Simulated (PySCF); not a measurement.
A geometry optimisation, step by step.

C₂H₇BF₂Si.
Atom-mapped SMILES: `[CH3:1][C@@H:2]([SiH3:3])[B:4]([F:5])[F:6]` (hydrogens: H7, H8, H9 on C1; H10 on C2; H11, H12, H13 on Si3)

Method: PBE0-D3(BJ)/def2-SVP geometry optimisation, gas phase (PySCF 2.14.0); density fitting, grid level 1; the optimiser is geomeTRIC in internal coordinates, started from a GFN2-xTB structure with every atom displaced at random (about 0.01 Å). 14 of its 21 geometries are shown. The frame can shift and turn from step to step; on so coarse a grid that alone can change the energy by a few meV, and forces under 0.02 eV/Å are noise.

Step 0: E = -16158.7567 eV, largest atomic force 1.825 eV/Å
```
atom  x, y, z in Å  |  force x, y, z in eV/Å
C1     -0.585   -1.392   -0.302   -0.543   1.725  -0.244
C2     -0.435    0.031    0.286    0.367  -0.319  -0.242
Si3     1.418    0.377    0.622   -0.697  -0.227   0.398
B4     -0.903    1.196   -0.618   -0.615   0.309  -0.104
F5     -1.282    2.374   -0.146    0.124   0.065   0.419
F6     -0.977    1.139   -1.939    0.234  -0.477  -0.198
H7     -0.165   -1.416   -1.303    0.281  -0.266  -0.406
H8     -1.646   -1.613   -0.390   -0.402  -0.328  -0.057
H9     -0.123   -2.114    0.333    0.542  -0.952   0.568
H10    -0.926    0.075    1.273    0.062   0.277   0.013
H11     1.871   -0.690    1.542    0.220  -0.159   0.184
H12     2.191    0.318   -0.619    0.285  -0.013  -0.503
H13     1.568    1.700    1.249    0.139   0.365   0.174
```

Step 2: E = -16158.8461 eV, largest atomic force 0.480 eV/Å
```
atom  x, y, z in Å  |  force x, y, z in eV/Å
C1     -0.867   -1.279   -0.351    0.043   0.041  -0.032
C2     -0.534    0.123    0.177    0.142   0.094   0.075
Si3     1.262    0.204    0.806    0.018   0.003  -0.019
B4     -0.671    1.275   -0.860   -0.414  -0.226  -0.088
F5     -0.880    2.538   -0.527    0.105   0.050   0.164
F6     -0.610    1.033   -2.159    0.128  -0.009  -0.137
H7     -0.412   -1.446   -1.339    0.005  -0.005   0.009
H8     -1.953   -1.420   -0.465   -0.008   0.033  -0.028
H9     -0.506   -2.080    0.315   -0.032   0.052   0.018
H10    -1.135    0.383    1.067    0.013  -0.005  -0.002
H11     1.501   -0.907    1.775   -0.006  -0.013   0.015
H12     2.203    0.049   -0.348    0.006  -0.014   0.024
H13     1.527    1.515    1.470   -0.001  -0.002   0.002
```

Step 3: E = -16158.8558 eV, largest atomic force 0.173 eV/Å
```
atom  x, y, z in Å  |  force x, y, z in eV/Å
C1     -0.867   -1.278   -0.355    0.001   0.013  -0.019
C2     -0.533    0.122    0.172    0.097  -0.023  -0.048
Si3     1.263    0.205    0.803   -0.002  -0.007   0.007
B4     -0.683    1.267   -0.867   -0.158  -0.064   0.032
F5     -0.872    2.522   -0.491    0.032   0.062  -0.033
F6     -0.605    1.050   -2.172    0.038   0.037   0.045
H7     -0.405   -1.454   -1.338    0.016  -0.001   0.007
H8     -1.953   -1.410   -0.477   -0.007   0.012  -0.032
H9     -0.518   -2.075    0.320   -0.016  -0.009   0.032
H10    -1.135    0.383    1.061    0.010  -0.004   0.006
H11     1.490   -0.903    1.780   -0.007   0.000   0.004
H12     2.213    0.040   -0.340    0.001  -0.012   0.002
H13     1.529    1.517    1.464   -0.004  -0.005  -0.003
```

Step 5: E = -16158.8607 eV, largest atomic force 0.147 eV/Å
```
atom  x, y, z in Å  |  force x, y, z in eV/Å
C1     -0.869   -1.269   -0.378   -0.028   0.002  -0.004
C2     -0.527    0.121    0.169   -0.034  -0.002  -0.029
Si3     1.264    0.185    0.810   -0.006  -0.012   0.005
B4     -0.690    1.282   -0.849    0.101   0.106  -0.004
F5     -0.862    2.537   -0.456   -0.028  -0.043  -0.003
F6     -0.595    1.093   -2.156   -0.034  -0.018   0.024
H7     -0.373   -1.452   -1.343    0.023  -0.006   0.006
H8     -1.952   -1.377   -0.544    0.008   0.003  -0.025
H9     -0.564   -2.073    0.310   -0.013  -0.008   0.003
H10    -1.132    0.371    1.059    0.013  -0.024   0.029
H11     1.463   -0.927    1.788   -0.001   0.005   0.004
H12     2.223    0.004   -0.323   -0.003  -0.005  -0.005
H13     1.538    1.493    1.475    0.002   0.002  -0.001
```

Step 6: E = -16158.8646 eV, largest atomic force 0.192 eV/Å
```
atom  x, y, z in Å  |  force x, y, z in eV/Å
C1     -0.882   -1.225   -0.467   -0.006  -0.002   0.004
C2     -0.508    0.123    0.159   -0.128  -0.001   0.047
Si3     1.264    0.099    0.842   -0.004  -0.021   0.004
B4     -0.659    1.345   -0.784    0.045   0.182   0.042
F5     -0.835    2.574   -0.314    0.018  -0.105  -0.041
F6     -0.585    1.235   -2.100   -0.009  -0.037  -0.032
H7     -0.267   -1.436   -1.355    0.007  -0.018   0.003
H8     -1.934   -1.241   -0.793    0.013   0.000   0.005
H9     -0.745   -2.056    0.243    0.007   0.006  -0.041
H10    -1.122    0.333    1.055    0.019  -0.017  -0.006
H11     1.378   -1.023    1.824    0.018   0.003   0.010
H12     2.240   -0.133   -0.266    0.003   0.008  -0.001
H13     1.580    1.392    1.517    0.017   0.003   0.006
```

Step 8: E = -16158.8668 eV, largest atomic force 0.079 eV/Å
```
atom  x, y, z in Å  |  force x, y, z in eV/Å
C1     -0.894   -1.213   -0.480    0.018   0.003  -0.005
C2     -0.522    0.126    0.167    0.007   0.001   0.012
Si3     1.251    0.082    0.856    0.009   0.016  -0.006
B4     -0.635    1.355   -0.778   -0.004  -0.077  -0.015
F5     -0.779    2.587   -0.318    0.022   0.038   0.012
F6     -0.563    1.228   -2.094    0.006   0.016   0.005
H7     -0.265   -1.420   -1.359   -0.008   0.010  -0.005
H8     -1.940   -1.221   -0.822   -0.009   0.004  -0.002
H9     -0.770   -2.055    0.217   -0.005   0.000   0.012
H10    -1.138    0.332    1.062   -0.016   0.004  -0.011
H11     1.373   -1.043    1.832   -0.011  -0.006  -0.003
H12     2.223   -0.141   -0.258   -0.003  -0.003   0.002
H13     1.583    1.369    1.538   -0.006  -0.006   0.002
```

Step 9: E = -16158.8669 eV, largest atomic force 0.179 eV/Å
```
atom  x, y, z in Å  |  force x, y, z in eV/Å
C1     -0.909   -1.196   -0.500    0.020   0.000  -0.001
C2     -0.532    0.130    0.170    0.062  -0.007  -0.016
Si3     1.237    0.057    0.870    0.016   0.030   0.006
B4     -0.604    1.368   -0.767   -0.013  -0.173  -0.042
F5     -0.703    2.601   -0.302    0.019   0.090   0.024
F6     -0.531    1.242   -2.084    0.004   0.037   0.021
H7     -0.260   -1.405   -1.365   -0.015   0.021  -0.007
H8     -1.945   -1.184   -0.871   -0.015   0.006  -0.001
H9     -0.816   -2.049    0.189   -0.010  -0.002   0.030
H10    -1.153    0.331    1.061   -0.027   0.023  -0.011
H11     1.347   -1.076    1.839   -0.021  -0.010  -0.008
H12     2.210   -0.166   -0.243   -0.005  -0.007   0.004
H13     1.584    1.334    1.564   -0.015  -0.009   0.002
```

Step 11: E = -16158.8687 eV, largest atomic force 0.040 eV/Å
```
atom  x, y, z in Å  |  force x, y, z in eV/Å
C1     -0.928   -1.185   -0.506   -0.017  -0.014   0.009
C2     -0.532    0.133    0.164    0.031  -0.015  -0.009
Si3     1.227    0.040    0.884   -0.010  -0.008   0.025
B4     -0.564    1.367   -0.776    0.002   0.038  -0.012
F5     -0.620    2.604   -0.308    0.004  -0.006  -0.012
F6     -0.488    1.248   -2.093   -0.005  -0.013  -0.002
H7     -0.278   -1.405   -1.368   -0.004  -0.004  -0.002
H8     -1.962   -1.152   -0.883    0.003  -0.002   0.006
H9     -0.857   -2.037    0.188   -0.001   0.002  -0.007
H10    -1.164    0.351    1.044   -0.004   0.029  -0.007
H11     1.305   -1.100    1.847    0.000  -0.003  -0.001
H12     2.210   -0.190   -0.219    0.003  -0.002   0.005
H13     1.575    1.311    1.587   -0.002  -0.003   0.008
```

Step 12: E = -16158.8693 eV, largest atomic force 0.077 eV/Å
```
atom  x, y, z in Å  |  force x, y, z in eV/Å
C1     -0.939   -1.178   -0.508   -0.023  -0.005   0.013
C2     -0.532    0.138    0.159    0.030  -0.013  -0.013
Si3     1.220    0.030    0.896   -0.022  -0.017   0.021
B4     -0.539    1.367   -0.787    0.005   0.077  -0.004
F5     -0.571    2.608   -0.325   -0.007  -0.037  -0.016
F6     -0.463    1.242   -2.103   -0.003  -0.021  -0.010
H7     -0.290   -1.407   -1.367    0.001  -0.009   0.002
H8     -1.972   -1.134   -0.888    0.004  -0.002   0.005
H9     -0.881   -2.028    0.190    0.003   0.003  -0.010
H10    -1.169    0.370    1.032    0.001   0.026  -0.005
H11     1.278   -1.113    1.857    0.004  -0.001   0.002
H12     2.212   -0.206   -0.198    0.006   0.000   0.006
H13     1.570    1.297    1.604    0.001   0.000   0.008
```

Step 14: E = -16158.8716 eV, largest atomic force 0.038 eV/Å
```
atom  x, y, z in Å  |  force x, y, z in eV/Å
C1     -0.958   -1.162   -0.508   -0.011   0.008   0.006
C2     -0.523    0.155    0.141    0.006   0.005  -0.008
Si3     1.203    0.009    0.930   -0.016  -0.011  -0.006
B4     -0.487    1.367   -0.827    0.006   0.035   0.016
F5     -0.498    2.615   -0.385   -0.005  -0.027  -0.010
F6     -0.406    1.218   -2.140    0.010  -0.009  -0.010
H7     -0.305   -1.424   -1.355    0.004  -0.006   0.003
H8     -1.984   -1.096   -0.903    0.000  -0.001  -0.001
H9     -0.933   -2.001    0.204    0.004  -0.001  -0.002
H10    -1.173    0.427    0.992    0.000   0.002  -0.003
H11     1.205   -1.133    1.895   -0.002   0.001   0.005
H12     2.224   -0.256   -0.129    0.002   0.003   0.006
H13     1.559    1.269    1.647    0.002   0.001   0.004
```

Step 15: E = -16158.8724 eV, largest atomic force 0.020 eV/Å
```
atom  x, y, z in Å  |  force x, y, z in eV/Å
C1     -0.971   -1.148   -0.515    0.003   0.003  -0.002
C2     -0.518    0.166    0.127   -0.016   0.011  -0.001
Si3     1.184   -0.010    0.958    0.004  -0.003  -0.011
B4     -0.444    1.369   -0.852    0.002  -0.018   0.009
F5     -0.442    2.619   -0.420   -0.002   0.012   0.000
F6     -0.347    1.206   -2.162    0.016   0.001  -0.001
H7     -0.308   -1.435   -1.345    0.002  -0.001  -0.001
H8     -1.988   -1.064   -0.930   -0.001   0.000  -0.003
H9     -0.978   -1.979    0.207    0.000  -0.001   0.002
H10    -1.180    0.464    0.961    0.001  -0.007  -0.002
H11     1.142   -1.149    1.926   -0.006   0.001   0.004
H12     2.228   -0.298   -0.073   -0.002   0.001   0.004
H13     1.547    1.245    1.681   -0.001   0.000   0.001
```

Step 17: E = -16158.8728 eV, largest atomic force 0.036 eV/Å
```
atom  x, y, z in Å  |  force x, y, z in eV/Å
C1     -0.987   -1.122   -0.544    0.013  -0.002  -0.006
C2     -0.516    0.180    0.111   -0.020   0.012   0.007
Si3     1.150   -0.047    1.000    0.012   0.002  -0.009
B4     -0.377    1.379   -0.865   -0.003  -0.036  -0.003
F5     -0.359    2.630   -0.434   -0.002   0.021   0.006
F6     -0.243    1.211   -2.172    0.010   0.005   0.009
H7     -0.297   -1.442   -1.339    0.000   0.005  -0.004
H8     -1.980   -1.004   -1.006   -0.001   0.000  -0.002
H9     -1.058   -1.945    0.183    0.000  -0.001   0.002
H10    -1.196    0.498    0.922    0.000  -0.007  -0.001
H11     1.041   -1.183    1.965   -0.005   0.001   0.001
H12     2.220   -0.366    0.005   -0.003  -0.001   0.001
H13     1.527    1.197    1.735   -0.003   0.001  -0.001
```

Step 18: E = -16158.8727 eV, largest atomic force under 0.02 eV/Å
```
atom  x, y, z in Å  |  force x, y, z in eV/Å
C1     -0.981   -1.123   -0.552   -0.002  -0.003  -0.004
C2     -0.523    0.176    0.116    0.001   0.002   0.006
Si3     1.148   -0.046    0.997   -0.002  -0.002   0.005
B4     -0.384    1.383   -0.850    0.004   0.013  -0.006
F5     -0.377    2.632   -0.413   -0.005  -0.010   0.001
F6     -0.233    1.223   -2.155   -0.003  -0.002  -0.001
H7     -0.285   -1.430   -1.349    0.001   0.002  -0.001
H8     -1.972   -1.010   -1.018    0.001  -0.002   0.000
H9     -1.048   -1.954    0.167    0.003   0.000  -0.004
H10    -1.206    0.480    0.930    0.001   0.001   0.002
H11     1.047   -1.185    1.960    0.001   0.001   0.000
H12     2.214   -0.357   -0.005    0.001  -0.001   0.001
H13     1.523    1.197    1.734    0.000   0.001   0.001
```

Step 20: E = -16158.8727 eV, largest atomic force under 0.02 eV/Å
```
atom  x, y, z in Å  |  force x, y, z in eV/Å
C1     -0.977   -1.125   -0.553   -0.001   0.000  -0.001
C2     -0.523    0.175    0.117    0.005  -0.001   0.001
Si3     1.150   -0.044    0.996   -0.004  -0.001   0.003
B4     -0.390    1.383   -0.848    0.000   0.009  -0.001
F5     -0.388    2.632   -0.409   -0.001  -0.009  -0.002
F6     -0.239    1.226   -2.153   -0.002  -0.001   0.000
H7     -0.281   -1.427   -1.351    0.000   0.002  -0.001
H8     -1.970   -1.014   -1.018    0.000  -0.001   0.001
H9     -1.041   -1.957    0.164    0.003  -0.001  -0.002
H10    -1.206    0.476    0.932   -0.001   0.000   0.000
H11     1.052   -1.183    1.959    0.000   0.001   0.001
H12     2.214   -0.354   -0.007    0.001   0.000   0.001
H13     1.524    1.200    1.732   -0.001   0.001   0.001
```

**Question.** Summarise the path.

**Answer.** The energy falls by 2.68 kcal/mol from step 0 to step 20; nine tenths of that is first reached at step 6. It never rises by more than 0.2 meV. The largest force goes from 1.825 to under 0.02 eV/Å. Among the bonds C1–H9 changes most, from 1.066 to 1.101 Å; the atoms move by 0.081 Å rms after alignment.

**Question.** Follow the three bonds and two angles with the largest change from start to end.

**Answer.** 
```csv
step,E above end (kcal/mol),largest force (eV/Å),C1–H9 (Å),Si3–H12 (Å),Si3–H13 (Å),H7–C1–H9 (°),F5–B4–F6 (°)
0,2.68,1.825,1.066,1.463,1.472,111.5,112.2
1,1.06,0.799,1.110,1.499,1.493,107.5,117.5
2,0.61,0.480,1.103,1.496,1.493,107.2,115.4
3,0.39,0.173,1.101,1.495,1.493,107.4,116.3
4,0.33,0.115,1.101,1.495,1.493,107.5,115.9
5,0.28,0.147,1.101,1.495,1.493,107.6,115.9
6,0.19,0.192,1.102,1.495,1.493,107.8,115.9
7,0.16,0.081,1.102,1.495,1.493,107.6,116.0
8,0.14,0.079,1.101,1.495,1.494,107.3,116.1
9,0.13,0.179,1.101,1.496,1.494,107.2,116.3
10,0.12,0.155,1.101,1.496,1.494,107.2,116.2
11,0.09,0.040,1.101,1.495,1.493,107.6,116.0
12,0.08,0.077,1.101,1.495,1.493,107.7,115.9
13,0.05,0.110,1.101,1.495,1.493,107.7,115.9
14,0.03,0.038,1.101,1.496,1.493,107.6,116.0
15,0.01,0.020,1.101,1.496,1.493,107.5,116.1
16,0.00,0.056,1.101,1.496,1.493,107.4,116.1
17,0.00,0.036,1.101,1.496,1.493,107.5,116.1
18,0.00,under 0.02,1.101,1.495,1.493,107.5,116.0
19,0.00,under 0.02,1.101,1.495,1.493,107.6,116.0
20,0.00,under 0.02,1.101,1.495,1.493,107.5,116.0
```

The cost below is that of the whole optimisation. Hardware: an Arm Neoverse V1 with one thread, no GPU, on a shared host. Cost: 1.9 min of wall time, 0.50 GiB resident at most.
